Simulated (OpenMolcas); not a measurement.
## Ionisation energies of magnesium

- Program: OpenMolcas
- Basis: ANO-RCC-VDZP [4s3p1d]
- Scalar Hamiltonian: DKH2, point nucleus
- Spin-orbit coupling: RASSI with atomic mean-field integrals over the reference wave functions, term energies averaged over their components

Active shells in each charge state: the valence s, p shells, with orbitals averaged over the low states. Where CASPT2's correlated closed shells are named, they are those of the first ion.

A. CASSCF
B. SS-CASPT2, IPEA 0.25 Eh, imaginary shift 0.1 Eh (closed shells correlated: 2s 2p)
C. SS-CASPT2, IPEA 0.25 Eh, imaginary shift 0.1 Eh (closed shells correlated: none)
D. SS-CASPT2, IPEA 0 Eh, imaginary shift 0.1 Eh (closed shells correlated: 2s 2p)
E. SS-CASPT2, IPEA 0.25 Eh, imaginary shift 0.1 Eh (closed shells correlated: 1s 2s 2p)

Energies in eV between the lowest computed levels, named as in B; reference values from the NIST Atomic Spectra Database with their kind.

```tsv
From	To	A	B	C	D	E	Spin-orbit share in B	Reference
Mg 3s² ¹S₀	Mg+ 3s ²S_1/2	7.415	7.453	7.434	7.453	7.452	+0.000	7.646 (measured)
Mg+ 3s ²S_1/2	Mg2+ 2p⁶ ¹S₀	14.703	14.799	14.703	14.802	14.798	+0.000	15.035 (measured)
```

Error against the reference values, in %:

```tsv
From	Reference	A	B	C	D	E
Mg	measured	-3.0	-2.5	-2.8	-2.5	-2.5
Mg+	measured	-2.2	-1.6	-2.2	-1.5	-1.6
```

Mean absolute error over the 2 measured values: A 0.28 eV, B 0.22 eV, C 0.27 eV, D 0.21 eV, E 0.22 eV.
